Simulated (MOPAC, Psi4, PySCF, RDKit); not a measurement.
Conformational energy of SMILES CO[SiH2]CC(C)C. Scanned: dihedral O2–Si3–C4–C5; all other coordinates were relaxed at GFN2-xTB. Points at φ and −φ are mirror images. Heavy atoms are numbered in the order of the SMILES CO[SiH2]CC(C)C, hydrogens after them in the order of the atoms that carry them; the mirror image has the same energies with the sign of each dihedral reversed.

- MMFF94 // GFN2-xTB (RDKit)
- RHF/3-21G = restricted Hartree-Fock/3-21G, density fitting // GFN2-xTB (PySCF 2.14.0)
- PM7, restricted, heats of formation // GFN2-xTB (MOPAC)
- PBE-D3(BJ)/def2-SVP // GFN2-xTB (Psi4)

Energies relative to the lowest point of each profile, in kJ/mol; the last columns give the difference from PBE-D3(BJ):

```tsv
φ / °	MMFF94	RHF/3-21G	PM7	PBE-D3(BJ)/def2-SVP	MMFF94 − PBE-D3(BJ)/def2-SVP	RHF/3-21G − PBE-D3(BJ)/def2-SVP	PM7 − PBE-D3(BJ)/def2-SVP
-160	8.35	4.57	4.10	4.63	3.71	-0.07	-0.54
-140	11.08	5.43	5.25	5.87	5.21	-0.44	-0.62
-120	11.00	6.66	4.30	7.36	3.64	-0.69	-3.05
-100	5.69	4.85	3.11	3.99	1.71	0.87	-0.88
-80	0.00	1.22	0.00	0.24	-0.24	0.99	-0.24
-60	1.99	1.17	0.21	0.97	1.02	0.20	-0.75
-40	4.02	0.00	2.50	0.00	4.02	0.00	2.50
-20	6.03	1.42	4.01	2.21	3.82	-0.79	1.79
0	6.53	2.93	4.28	4.72	1.81	-1.79	-0.44
20	6.03	1.42	4.01	2.21	3.82	-0.79	1.79
40	4.02	0.00	2.50	0.00	4.02	0.00	2.50
60	1.99	1.17	0.21	0.97	1.02	0.20	-0.75
80	0.00	1.22	0.00	0.24	-0.24	0.99	-0.24
100	5.69	4.85	3.11	3.99	1.71	0.87	-0.88
120	11.00	6.66	4.30	7.36	3.64	-0.69	-3.05
140	11.08	5.43	5.25	5.87	5.21	-0.44	-0.62
160	8.35	4.57	4.10	4.63	3.71	-0.07	-0.54
180	4.71	5.92	1.63	5.95	-1.24	-0.03	-4.33
```

MMFF94 is furthest from PBE-D3(BJ)/def2-SVP at -140 (5.21 kJ/mol, above); its mean absolute difference over the points is 2.77 kJ/mol.

RHF/3-21G is furthest from PBE-D3(BJ)/def2-SVP at 0 (-1.79 kJ/mol, below); its mean absolute difference over the points is 0.55 kJ/mol.

PM7 is furthest from PBE-D3(BJ)/def2-SVP at 180 (-4.33 kJ/mol, below); its mean absolute difference over the points is 1.42 kJ/mol.

MMFF94 has few fitted parameters for silicon.
